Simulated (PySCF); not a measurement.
## Ionisation energy of B⁺ by level of theory

B⁺ [He] 2s2 (1S) → B²⁺ [He] 2s1 (2S), as a difference of total energies. Calculation: PySCF 2.14, in dyall-acv3z (15s9p4d2f, 76 functions); the spin-free X2C one-electron Hamiltonian (Gaussian nucleus). Correlated levels: valence and next inner shell: nothing frozen; virtual orbitals above 40 to 60 times the deepest correlated orbital energy dropped. The calculations carry no spin-orbit coupling.

```csv
method,ionisation energy (eV),error (eV)
UHF,23.449,-1.706
MP2 (valence and next inner shell),24.529,-0.626
SCS-MP2 (valence and next inner shell),24.726,-0.429
CCSD (valence and next inner shell),25.123,-0.032
CCSD(T) (valence and next inner shell),25.137,-0.018
```

Reference: 25.155 eV (measured; NIST Atomic Spectra Database, ionization energies).

Errors of the correlated levels include the incompleteness of this basis.
